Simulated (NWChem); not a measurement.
Species: ZnSiH$_{3}$Cl; SMILES [Cl][Zn][SiH3]

Program: NWChem. Geometry: optimised at PBE0/def2-SVP. Ions are spin-unrestricted doublets at the neutral geometry; other ion states weren't tried. Functional: LC-ωPBE (HJS hole) with def2-SVP; rows give the range parameter ω in 1/bohr.

For range parameter (1/bohr) 0.40:

−ε(HOMO) (eV): 10.75

Q: How do the values read with range parameter (1/bohr) 0.30 instead?

A: The −ε(HOMO) (eV) comes out as 10.28.
